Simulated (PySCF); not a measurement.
# Electron correlation in S²⁺ (sulfur, charge +2)

[Ne] 3s2 3p2, high-spin 3P determinant. Computed with PySCF 2.14 in def2-TZVPPD, with the non-relativistic Hamiltonian (point nucleus). Frozen: [Ne]; 4 electrons correlated.

| level | correlation energy (mhartree) |
| --- | --- |
| CCSD | -89.54 |
| (T) | -2.19 |
| CCSD(T) | -91.73 |

Diagnostics: T1 = 0.0086, D1 = 0.0221, largest double amplitude 0.105.

Cost of the coupled-cluster step: roughly 1.2 core-seconds, for 4 correlated electrons.
